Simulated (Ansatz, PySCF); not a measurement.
Gas-phase reaction in SMILES: [CH2][C@H](Cl)CCCC → CC[CH]C[C@H](C)Cl
Structures are relaxed separately at B3LYP-D3(BJ)/def2-TZVP in Ansatz (a program for electronic structure), one conformer each, not searched for the lowest. Frequencies are from PySCF.

Wanted: isomerisation energy (enthalpy at 298 K, with B3LYP-D3(BJ) rigid-rotor harmonic-oscillator terms), in kJ/mol. Valence correlation only, unless marked. Open shells are spin-unrestricted. Spin-orbit coupling is left out. No relativistic terms. CBS(X,Y): correlation extrapolated as X^-3; Hartree-Fock from the larger set. The bracket is a focal-point correction in the basis named.

```json
[
 {"level": "PBE-D4/def2-TZVPD", "program": "Ansatz + dftd4", "isomerisation energy (kJ/mol)": "(withheld)"},
 {"level": "B97M-V/def2-TZVPD", "program": "Ansatz", "isomerisation energy (kJ/mol)": "-10.9"},
 {"level": "B3LYP-D4/def2-TZVPD", "program": "Ansatz + dftd4", "isomerisation energy (kJ/mol)": "(withheld)"},
 {"level": "PBE0/STO-3G", "program": "Ansatz", "isomerisation energy (kJ/mol)": "-9.4"},
 {"level": "r2SCAN0-D4/def2-TZVPD", "program": "Ansatz + dftd4", "isomerisation energy (kJ/mol)": "-11.7"},
 {"level": "HSE06-D3(BJ)/def2-TZVPD", "program": "Ansatz + dftd3", "isomerisation energy (kJ/mol)": "-12.1"},
 {"level": "HSE06-D4/def2-TZVPD", "program": "Ansatz + dftd4", "isomerisation energy (kJ/mol)": "-12.3"},
 {"level": "HSE06/def2-TZVPD", "program": "Ansatz", "isomerisation energy (kJ/mol)": "-10.5"},
 {"level": "CAM-B3LYP-D4/def2-TZVPD", "program": "Ansatz + dftd4", "isomerisation energy (kJ/mol)": "-11.7"},
 {"level": "LC-wPBE-D3(BJ)/def2-TZVPD", "program": "Ansatz + dftd3", "isomerisation energy (kJ/mol)": "-16.1"},
 {"level": "LC-wPBE-D4/def2-TZVPD", "program": "Ansatz + dftd4", "isomerisation energy (kJ/mol)": "-16.3"},
 {"level": "LC-wPBE/def2-TZVPD", "program": "Ansatz", "isomerisation energy (kJ/mol)": "-14.3"},
 {"level": "B2GP-PLYP-D3(BJ)/def2-TZVPD", "program": "Ansatz + dftd3", "isomerisation energy (kJ/mol)": "-9.8"},
 {"level": "B2GP-PLYP-D4/def2-TZVPD", "program": "Ansatz + dftd4", "isomerisation energy (kJ/mol)": "-9.8"},
 {"level": "B2PLYP-D4/def2-TZVPD", "program": "Ansatz + dftd4", "isomerisation energy (kJ/mol)": "-9.6"},
 {"level": "RPA@PBE/cc-pV(T+d)Z", "program": "Ansatz", "isomerisation energy (kJ/mol)": "(withheld)"},
 {"level": "CCSD/cc-pV(D+d)Z", "program": "Ansatz", "isomerisation energy (kJ/mol)": "-10.4"},
 {"level": "RI-MP2/CBS(cc-pV(T+d)Z,cc-pV(Q+d)Z)+[CCSD(T)-MP2]/cc-pV(T+d)Z", "program": "Ansatz", "isomerisation energy (kJ/mol)": "-9.9"}
]
```

Question: Fill in the missing entries.

Answer: 
- PBE-D4/def2-TZVPD, isomerisation energy (kJ/mol): -10.8
- B3LYP-D4/def2-TZVPD, isomerisation energy (kJ/mol): -9.7
- RPA@PBE/cc-pV(T+d)Z, isomerisation energy (kJ/mol): -7.3
